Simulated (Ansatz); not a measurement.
Job for Ansatz (an electronic-structure program): U-B3LYP/cc-pV(T+d)Z on C2H6Si (SMILES C[Si]C), a point of a bond scan (R = 1.650 Å). Files ending in .json are basis or fitting sets from the Basis Set Exchange.

Ansatz 0.2 input:
```yaml
crystal:
  periodic: [false, false, false]
  atoms:
    - {symbol: Si, position_ang: [0.21503000, -0.10027787, 0.71649002]}
    - {symbol: C, position_ang: [0.53187861, 1.33369970, -0.49695968]}
    - {symbol: H, position_ang: [-0.86788552, 2.20637034, -0.55078667]}
    - {symbol: H, position_ang: [0.73055639, 1.00415396, -1.52134449]}
    - {symbol: H, position_ang: [1.32261251, 2.01106368, -0.17291591]}
    - {symbol: C, position_ang: [-0.81531610, -1.20152043, -0.44746731]}
    - {symbol: H, position_ang: [-0.09708380, -1.68306319, -1.12778542]}
    - {symbol: H, position_ang: [-1.51089903, -0.64024612, -1.07879372]}
    - {symbol: H, position_ang: [-1.35368361, -1.99657387, 0.06938554]}
basis:
  gaussian:
    orbitals: cc-pV_T+d_Z.json
hamiltonian:
  xc: {name: B3LYP}
magnetization: {spin_polarized: true, initial_magnetization: 0}
```

It printed:

```
WARN ansatz: RAYON_NUM_THREADS=1 ignored (pool sized by the plan → 1); use --threads N
Functional definition: B3LYP
integrals: 0.08 GiB planned
1005 factors; their error is unknown
mean field: 0.97 GiB planned
mean field evaluation 1: about -10035.3969 eV, gradient 5.2e1 eV
mean field evaluation 2: about -10020.8890 eV, gradient 6.7e1 eV
mean field evaluation 4: about -10048.1443 eV, gradient 4.0e0 eV
mean field evaluation 8: about -10048.2315 eV, gradient 6.1e-2 eV
mean field evaluation 16: about -10048.2664 eV, gradient 1.4e-5 eV
mean field -10048.26635378 eV, -369.2669775420 hartree, gradient 1.3e-5 eV, S^2 0.000000; 1 other end points of the search recorded, 0 dependent functions left out
reference -10048.26660391 eV, -369.2669867341 hartree; 16, 16 occupied and 167, 167 virtual orbitals, 1005 factors
Total energy: -10048.26660391 eV, -369.2669867341 hartree
```

Self-consistency was reached.

Cost: around 9 core-seconds (rough).
